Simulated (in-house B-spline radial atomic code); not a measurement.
A radial electron density 4πr²n(r) was computed for an atom or ion in its tabulated ground configuration with a B-spline radial code for spherical atoms; method: Dirac-Kohn-Sham LDA VWN5, spherical fractional occupations. Columns: r (bohr), 4πr²n(r) (electrons per bohr), bar.

```
0.000708    3.509 #
0.000889    5.067 ##
 0.00112    7.305 ###
  0.0014    10.32 ####
 0.00176    14.54 #####
  0.0022    20.08 #######
 0.00276    27.42 ##########
 0.00347     36.8 #############
 0.00435    47.99 #################
 0.00546    60.77 #####################
 0.00685    74.02 ##########################
  0.0086    86.07 ##############################
  0.0108    94.65 #################################
  0.0135    97.75 ###################################
   0.017    95.08 ##################################
  0.0213    89.37 ################################
  0.0267     86.4 ##############################
  0.0335    92.26 #################################
  0.0421    107.6 ######################################
  0.0528    122.9 ###########################################
  0.0663    124.7 ############################################
  0.0832    110.4 #######################################
   0.104    97.29 ##################################
   0.131    102.6 ####################################
   0.164    113.8 ########################################
   0.206    101.5 ####################################
   0.259    69.18 ########################
   0.325    54.62 ###################
   0.407    62.74 ######################
   0.511    62.36 ######################
   0.641    44.15 ################
   0.804    26.13 #########
    1.01    16.94 ######
    1.27     11.7 ####
    1.59    6.917 ##
    1.99    3.218 #
     2.5    1.295 
    3.14   0.6021 
    3.94   0.3181 
    4.94   0.1343 
     6.2  0.03516 
    7.78  0.00497 
    9.76 0.000335 
    12.3 8.524e-06
```

**Question.** Which atom or ion is it?
A. Yb2+
B. Tm+
C. Er+
D. Yb+

**Answer.** D. The area under the curve, ∫4πr²n dr = ∫r·4πr²n d(ln r) on this logarithmic grid, is 69 electrons, which only this option has. The configuration is [Xe] 4f14 6s1.
